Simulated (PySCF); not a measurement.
A structure optimised at PBE-D3(BJ)/def2-SVP, used in a PySCF frequency run:

```xyz
9

O     -1.5631     1.4395     0.0000
Si    -0.0002     0.8924     0.0000
F      0.8079     1.4840    -1.2918
F      0.8079     1.4840     1.2918
Ge    -0.0098    -1.4732     0.0000
H     -1.6994     2.4045     0.0000
H     -0.7357    -1.9950     1.2632
H      1.4481    -1.9933     0.0000
H     -0.7357    -1.9950    -1.2632
```
Charge 0, spin multiplicity 1.

**Question.** Write its SMILES, formula and point group.

**Answer.** O[Si](F)(F)[GeH3], F2GeH4OSi, Cs

**Question.** What are its rotational constants (standard atomic weights)?

**Answer.** 3.7054, 1.3256, 1.3147 GHz
